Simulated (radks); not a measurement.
Problem. All-electron atom: Xe XX in [Ar] 3d10 4s2 4p5 (the NIST ground configuration). Calculated with a radial shooting solver on a logarithmic mesh with Libxc functionals: Dirac Kohn-Sham, relativistic LDA (MacDonald-Vosko exchange, VWN5 correlation), spin-unpolarised, spherical densities, finite nucleus; open shells fill j = l - 1/2 first; Fermi nuclear charge, rms radius 4.7859 fm. Some entries of the table are withheld. Estimate them.

| orbital | occ. | eigenvalue (eV) | <1/r> (bohr^-1) | r(max) (bohr) |
|---|---|---|---|---|
| 1s1/2 | 2 | (1) | 57.88 | 0.01723 |
| 2s1/2 | 2 | -5836.036 | 13.56 | 0.09741 |
| 2p1/2 | 2 | -5522.612 | 13.54 | 0.07453 |
| 2p3/2 | 4 | -5200.784 | 12.46 | 0.07940 |
| 3s1/2 | 2 | (2) | 4.888 | 0.2788 |
| 3p1/2 | 2 | -1449.893 | (3) | 0.2647 |
| 3p3/2 | 4 | -1387.432 | (4) | 0.2754 |
| 3d3/2 | 4 | -1157.218 | 4.407 | 0.2219 |
| 3d5/2 | 6 | -1143.781 | 4.338 | 0.2249 |
| 4s1/2 | 2 | -633.9681 | 2.179 | 0.6322 |
| 4p1/2 | 2 | -583.8401 | 2.107 | 0.6384 |
| 4p3/2 | 3 | -567.5573 | 2.026 | 0.6575 |
| 4d3/2 | 0 | (5) | 1.892 | 0.6626 |
| 4d5/2 | 0 | (6) | 1.873 | 0.6682 |
| 5s1/2 | 0 | -337.2637 | 1.208 | 1.193 |

Solution. 
(1) 1s1/2 eigenvalue (eV): -34658.67
(2) 3s1/2 eigenvalue (eV): -1580.741
(3) 3p1/2 <1/r> (bohr^-1): 4.808
(4) 3p3/2 <1/r> (bohr^-1): 4.538
(5) 4d3/2 eigenvalue (eV): -483.6576
(6) 4d5/2 eigenvalue (eV): -480.3935
